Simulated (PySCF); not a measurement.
Members of the series SiXY, Y = H; each row names its spin state. Isolated molecules, 0 K electronic values unless said otherwise. One relaxed conformer stands for each flexible species; it need not be the lowest. Strings in code marks are SMILES.

Level of theory: PBE-D3(BJ)/def2-TZVP // PBE0-D3(BJ)/def2-TZVP (PySCF). 

```csv
species,dipole moment (D)
"X = silyl, multiplicity 3 (`[SiH][SiH3]` (excited triplet))",0.20
"X = mercapto, multiplicity 1 (`S[SiH]` (lower singlet; H–Si–S–H torsion 180°))",–
"X = vinyl, multiplicity 3 (`[SiH]C=C` (excited triplet; C–C–Si–H torsion 0°))",–
"X = isocyano, multiplicity 1 (`[C-]#[N+][SiH]` (lower singlet))",2.74
```
